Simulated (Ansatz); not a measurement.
HGa, triplet, at a GFN2-xTB geometry (such geometries of metal compounds can be far from the true shape) (the spin is typed, not shown lowest). Base run: SVWN5/6-31G* run with Ansatz (a program for electronic structure).

The Ansatz input:
Ansatz 0.2 input:
```yaml
crystal:
  periodic: [false, false, false]
  atoms:
    - {symbol: Ga, position_ang: [-0.00000000, -0.00000000, -0.05376744]}
    - {symbol: H, position_ang: [0.00000000, 0.00000000, 1.66679062]}
basis:
  gaussian:
    orbitals: 6-31G*
hamiltonian:
  xc: {name: SVWN5}
magnetization: {spin_polarized: true, initial_magnetization: 2}
```

The base run was repeated with changes; each row names its change, and settings that it needs were set with it.

| change | ΔE vs base (mEh) |
|---|---|
| base | 0.000 |
| final_grid = 6, 12, 29 | 0.000 |
| nuclear_model = gaussian | 7.106 |
| lower_state_search = light | 0.000 |
| final_grid = 14, 28, 59 | 0.000 |
| lower_state_search = full | 0.000 |
| point_charge = charge:-1.0 position_ang:0.9386, 3.744, 0.861 | -10.123 |
| forces = on | 0.000 |
| lower_state_search = off | 0.000 |
| fitting.mean_field = cc-pVTZ-JKFIT | -0.174 |
| final_grid = 4, 8, 17 | 0.015 |
